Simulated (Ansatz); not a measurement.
Reaction (redistribution): `[SiH3][SiH2][SiH2][SiH2][SiH2][SiH3]` + `[NH2][GeH3]` → `N[SiH2][SiH3]` + `[SiH3][SiH2][SiH2][SiH2][GeH3]`

Computed with Ansatz on PBE0-D4/def2-TZVP structures; ΔE is electronic, products minus reactants. CCSD(T)/CBS adds triple-zeta CCSD(T) − MP2 to the extrapolated MP2 energy (def2 sets, frozen cores). This one scheme is used for every species. DFT in def2-TZVPP. HSE06 is defined as in plane-wave codes. For Ge outer-core shells are correlated without core-valence functions, which leaves a few kJ/mol of doubt a bond. Scalar relativity is left out up to krypton. Each species was taken in one conformer, which may not be the lowest.

Is it downhill or uphill in electronic energy at CCSD(T)/CBS, and by how much? (Estimate.)

Computed: Downhill: ΔE = -48.8 kJ/mol.

What do these levels give: PBE-D4, PBE0-D4, r2SCAN0, HSE06, RPA@PBE/def2-TZVPP, CCSD/CBS(def2)? (Best estimate.)

Computed: PBE-D4 -42.8, PBE0-D4 -44.9, r2SCAN0 -52.4, HSE06 -50.1, RPA@PBE/def2-TZVPP -44.6, CCSD/CBS(def2) -51.9 kJ/mol.

Largest T1 diagnostic among the species: 0.014.

In def2-TZVPP, CCSD(T) changes the Hartree–Fock value by +12.8 kJ/mol (the triples alone add +3.0 kJ/mol) and MP2 by +10.5 kJ/mol. The D4 term adds +8.4 kJ/mol with B3LYP and +5.4 kJ/mol with PBE0; it sums over pairs of atoms, weighted by their polarisabilities, and B3LYP, whose exchange is more repulsive, gets the larger term. At CCSD(T), def2-SVP lies +12.4 kJ/mol from the extrapolated value and def2-TZVPP +2.5 kJ/mol.

B3LYP here is the variant with VWN-RPA as its local correlation; programs differ in this.
